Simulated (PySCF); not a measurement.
Isomers of H6B3N. Gas-phase values, no solvent. One relaxed conformer stands for each flexible species; it need not be the lowest. Strings in code marks are SMILES.

The LUMO from two functionals at the same geometries (B3LYP-D3(BJ)/def2-TZVP), both in PySCF: PBE-D3(BJ)/def2-TZVP and B3LYP-D3(BJ)/def2-TZVP. B3LYP has the VWN-RPA correlation part, as in Gaussian. 

```
species     PBE-D3(BJ)/def2-TZVP (eV)  B3LYP-D3(BJ)/def2-TZVP (eV)
----------  -------------------------  ---------------------------
`BBNB`                          -2.65                        -1.81
`NBBB`                          -2.33                        -1.58
`B(B)(N)B`                      -3.36                        -2.59
`BN(B)B`                        -2.64                        -1.79
```

Over these rows, drawn at random from the members with no instability flagged (it was tested for open shells, ions and some series alone), PBE minus B3LYP-D3(BJ): mean -0.81 eV, from -0.86 eV to -0.76 eV.
